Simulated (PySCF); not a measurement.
Run record: excited-state job, `C=C/C=C\[O+]([AlH3-])CF`.

Computed with TDDFT PBE0/def2-SVPD, vertical, gas phase, core orbitals frozen in the response (PySCF 2.14.0, density-fitted response routines). Geometry: GFN2-xTB. The input is one job of a driver script: a line of settings, then coordinates in Å.

Command:
```bash
OMP_NUM_THREADS=1 python probes_run.py task.json out
```

Input:
```
{"job": {"kind": "uv", "xc": "PBE0", "basis": "def2-SVPD", "nstates": 8, "ntriplets": 3}, "charge": 0, "multiplicity": 1}
C      2.923259     0.874835    -0.240093
C      1.674628     0.438587    -0.105606
C      0.619058     0.792873    -1.027486
C     -0.642532     0.371912    -0.953881
O     -1.096205    -0.463622     0.074976
Al    -1.712877     0.525477     1.561319
C     -1.015403    -1.819225    -0.173204
F     -1.860482    -2.160158    -1.185563
H      3.694819     0.608438     0.460682
H      3.212140     1.516777    -1.056316
H      1.401328    -0.193184     0.729974
H      0.885627     1.452051    -1.841814
H     -1.402674     0.643738    -1.672518
H     -2.811232     1.373492     0.821152
H     -0.388448     1.266299     1.971254
H     -2.133455    -0.758524     2.379989
H     -1.348946    -2.335593     0.733730
H     -0.007364    -2.127855    -0.488253
```

Output:
```
coarse grid: 15432 points
cycle   1  E = -612.9323897250  dE =  9.186e-01  |g| = 6.106e-01  |ddm| = 7.506e+00
cycle   2  E = -612.8796597843  dE =  5.273e-02  |g| = 8.190e-01  |ddm| = 1.930e+00
cycle   3  E = -613.0090234676  dE = -1.294e-01  |g| = 1.028e-01  |ddm| = 1.122e+00
cycle   4  E = -613.0108089337  dE = -1.785e-03  |g| = 6.251e-02  |ddm| = 2.489e-01
cycle   5  E = -613.0117356702  dE = -9.267e-04  |g| = 1.111e-02  |ddm| = 1.028e-01
cycle   6  E = -613.0117602139  dE = -2.454e-05  |g| = 3.659e-03  |ddm| = 2.480e-02
cycle   7  E = -613.0117635585  dE = -3.345e-06  |g| = 7.027e-04  |ddm| = 7.130e-03
final grid: 144464 points
cycle   8  E = -613.1043543950  dE = -5.740e-05  |g| = 9.132e-03  |ddm| = 2.421e-01
cycle   9  E = -613.1043467789  dE =  7.616e-06  |g| = 1.148e-02  |ddm| = 3.339e-02
cycle  10  E = -613.1043720312  dE = -2.525e-05  |g| = 1.394e-03  |ddm| = 1.642e-02
cycle  11  E = -613.1043724672  dE = -4.360e-07  |g| = 3.759e-04  |ddm| = 2.860e-03
cycle  12  E = -613.1043724946  dE = -2.745e-08  |g| = 1.838e-04  |ddm| = 8.906e-04
cycle  13  E = -613.1043725025  dE = -7.869e-09  |g| = 2.969e-05  |ddm| = 3.508e-04
cycle  14  E = -613.1043725027  dE = -2.046e-10  |g| = 1.320e-05  |ddm| = 9.728e-05
converged SCF energy = -613.1043725027

Static polarisability (au): isotropic 102.265, principal 82.721 87.744 136.329

Singlet excitations
state   eV       nm        f      main configurations
  1   4.6695    265.5   0.01108   H-1->L 0.82, H->L 0.17
  2   4.9190    252.1   0.10666   H->L 0.69, H-2->L 0.15, H-1->L 0.15
  3   5.8688    211.3   0.54380   H-2->L 0.82, H->L 0.12
  4   6.5150    190.3   0.02289   H-1->L+1 0.33, H->L+1 0.32, H-1->L+2 0.17
  5   6.5535    189.2   0.01146   H->L+1 0.42, H-1->L+1 0.35, H-1->L+2 0.09
  6   6.9026    179.6   0.00544   H->L+2 0.52, H->L+1 0.16, H-2->L+1 0.14
  7   7.0071    176.9   0.02090   H-1->L+2 0.65, H-1->L+1 0.25
  8   7.0419    176.1   0.02234   H->L+3 0.40, H-1->L+3 0.31, H->L+2 0.10

Triplet excitations (Tamm-Dancoff, eV): 3.1290 4.5535 4.8466
```

The SCF starts on a coarse grid where the log names one; the energy can jump when the final grid takes over, and dE then counts from the start density on the new grid. H and L stand for HOMO and LUMO; the number after each pair is its weight.

Task: Give S1 in cm⁻¹ and kJ/mol.

Result: 4.6695 eV × 8065.54 = 37662 cm⁻¹; × 96.485 = 450.5 kJ/mol.

Summary of the converged run: HOMO -7.38 eV, LUMO -1.77 eV; lowest singlet 4.67 eV; lowest triplet 3.13 eV (Tamm–Dancoff); mean polarisability 102.3 au.

Task: Estimate the wall time. Hardware: one thread, Arm Neoverse V2 (aarch64) (shared host). And the peak memory of the process?

Result: About 67 s, with 1.1 GiB resident at the peak, the Python interpreter and its libraries included.

One conformer stands for the species.
Labels such as C1 count atoms from 1, the log's own numbers from 0.
